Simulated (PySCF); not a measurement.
Spectrum to structure. Computed with PySCF, TDDFT wB97X-D/def2-SVPD, vertical, gas phase, core orbitals frozen in the response. Geometries: GFN2-xTB, one conformer each.

```json
{"state": "S1", "E (eV)": "6.26", "f": "0.022"}
{"state": "S2", "E (eV)": "6.88", "f": "0.0006"}
{"state": "S3", "E (eV)": "7.24", "f": "0.048"}
{"state": "S4", "E (eV)": "7.31", "f": "0.050"}
{"state": "S5", "E (eV)": "7.63", "f": "0.0086"}
{"state": "S6", "E (eV)": "7.86", "f": "0.024"}
{"state": "S7", "E (eV)": "8.04", "f": "0.0019"}
{"state": "S8", "E (eV)": "8.11", "f": "0.025"}
```

Triplets computed (Tamm–Dancoff): 6.10, 6.71, 7.19 eV.

Orbital energies (eV): HOMO-3 -11.31, HOMO-2 -10.87, HOMO-1 -8.95, HOMO -8.17, LUMO 2.43, LUMO+1 2.80, LUMO+2 2.89.

Question: Which structure fits? All have the formula C5H12N2.
A. `C[C@H]1CCCNN1`
B. `CN/N=C/C(C)C`
C. `CC(C)=NN(C)C`

Answer: A. Its S1, at 6.26 eV, is the highest among the candidates; the nearest of the others has S1 at 5.75 eV. S1 is HOMO→LUMO (66%), HOMO→LUMO+2 (13%). Löwdin shares by element: HOMO nitrogen 69%, carbon 7% or more, hydrogen 6% or more (atoms not listed hold the other 19%); LUMO carbon 20% or more, hydrogen 19% or more (atoms not listed hold the other 61%). At the same level the other candidates give, for their lowest levels:
- `CC(C)=NN(C)C`: 5.61 eV (f 0.111); 5.88 eV (f 0.003); 6.04 eV (f 0.239); 6.68 eV (f 0.019); 6.91 eV (f 0.002); T1 3.95 eV; HOMO -7.40, LUMO 2.23 eV
- `CN/N=C/C(C)C`: 5.75 eV (f 0.299); 5.97 eV (f 0.042); 6.13 eV (f 0.018); 6.83 eV (f 0.007); 7.11 eV (f 0.020); T1 3.84 eV; HOMO -7.80, LUMO 2.19 eV
